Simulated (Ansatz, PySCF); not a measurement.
Noncovalent pair: C2H2 (SMILES C#C) (first 4 atoms) with CH3F (SMILES CF); geometry from B3LYP-D3(BJ)/def2-TZVP.
(charge 0, multiplicity 1):
```xyz
9

C     -0.1330    -0.1057     0.1122
C      0.3573     0.3816    -0.8658
H     -0.5598    -0.5337     0.9899
H      0.7874     0.8110    -1.7375
C      0.6280    -0.0630     3.6387
F     -0.4786    -0.7875     3.1906
H      1.1110     0.3995     2.7779
H      0.2813     0.6996     4.3358
H      1.3122    -0.7509     4.1350
```

Basis-set superposition error: the interaction energy with monomers in their own basis, and in the dimer's basis (counterpoise).

The values were computed with Ansatz (a program for electronic structure); PySCF for 6-31G* rows. 

| level | uncorrected (kcal/mol) | counterpoise (kcal/mol) | difference |
|---|---|---|---|
| HF/aug-cc-pVDZ | -1.44 | -1.13 | 0.30 |
| PBE/def2-TZVPPD | -1.79 | -1.72 | 0.07 |
| BLYP/def2-TZVPPD | -0.87 | -0.79 | 0.07 |
| B97M-V/def2-TZVPPD | -2.42 | -2.36 | 0.06 |
| B3LYP/def2-TZVPPD | -1.37 | -1.31 | 0.06 |
| CAM-B3LYP/def2-TZVPPD | -2.02 | -1.96 | 0.06 |
| B2PLYP/def2-TZVPPD | -1.91 | -1.75 | 0.16 |
| MP2/6-31G* | -3.99 | -1.53 | 2.46 |
| MP2/aug-cc-pVQZ | -2.56 | -2.35 | 0.21 |
| CCSD(T)/aug-cc-pVDZ | -2.95 | -1.99 | 0.96 |

The error is largest for MP2/6-31G* (2.46 kcal/mol) and smallest for B3LYP/def2-TZVPPD (0.06 kcal/mol).
